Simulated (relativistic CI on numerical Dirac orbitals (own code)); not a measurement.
# Slater and spin-orbit integrals, Re XIII

Computed by Dirac-Coulomb-Breit CI, separate exchange-only KLI orbitals for each configuration, model QED (radiative potential, 1s self-energy scaled to tabulated hydrogen-like ionisation energies), unscaled Slater integrals (own radial code, finite nucleus).

Slater integrals F^k, G^k are unscaled and averaged over j, outside the closed core [Kr] 4d10; ζ comes from projecting the Hamiltonian with its Breit term on Σ l·s of the shell.

- 4f¹³5s²5p²: ζ(4f) = 5573.6, F^2(5p,5p) = 102230, F^2(4f,5p) = 76425, G^2(4f,5p) = 29920, G^4(4f,5p) = 25614, ζ(5p) = 80770 cm⁻¹; <r>(4f) = 0.5415, <r^2>(4f) = 0.3519, <r>(5p) = 1.048, <r^2>(5p) = 1.227 (bohr units).
- 4f¹²5s²5p³: F^2(4f,4f) = 187780, F^4(4f,4f) = 119840, F^6(4f,4f) = 86823, ζ(4f) = 5795.3, F^2(5p,5p) = 103110, F^2(4f,5p) = 76780, G^2(4f,5p) = 29321, G^4(4f,5p) = 25286, ζ(5p) = 83032 cm⁻¹; <r>(4f) = 0.5325, <r^2>(4f) = 0.3392, <r>(5p) = 1.039, <r^2>(5p) = 1.205 (bohr units).
- 4f¹⁴5s²5p: ζ(5p) = 78567 cm⁻¹; <r>(5p) = 1.057, <r^2>(5p) = 1.248 (bohr units).

Averages of the first 10 configurations, taken without configuration mixing, which lowers the lowest level and can move excited configurations by several eV; other configurations of the list can lie among them:

```json
{"Configuration": "4f¹³5s²5p²", "Parity": "odd", "States": "210", "Average energy above the lowest level (eV)": "28.1"}
{"Configuration": "4f¹²5s²5p³", "Parity": "odd", "States": "1820", "Average energy above the lowest level (eV)": "51.1"}
{"Configuration": "4f¹⁴5s²5p", "Parity": "odd", "States": "6", "Average energy above the lowest level (eV)": "11.5"}
{"Configuration": "4f¹⁴5s5p²", "Parity": "even", "States": "30", "Average energy above the lowest level (eV)": "53.9"}
{"Configuration": "4f¹³5s5p³", "Parity": "even", "States": "560", "Average energy above the lowest level (eV)": "73.0"}
{"Configuration": "4f¹³5s²5p5d", "Parity": "even", "States": "840", "Average energy above the lowest level (eV)": "89.1"}
{"Configuration": "4f¹²5s5p⁴", "Parity": "even", "States": "2730", "Average energy above the lowest level (eV)": "98.5"}
{"Configuration": "4f¹⁴5p³", "Parity": "odd", "States": "20", "Average energy above the lowest level (eV)": "101.0"}
{"Configuration": "4f¹⁴5s²5d", "Parity": "even", "States": "10", "Average energy above the lowest level (eV)": "71.8"}
{"Configuration": "4f¹³5s²5p5f", "Parity": "odd", "States": "1176", "Average energy above the lowest level (eV)": "147.6"}
```
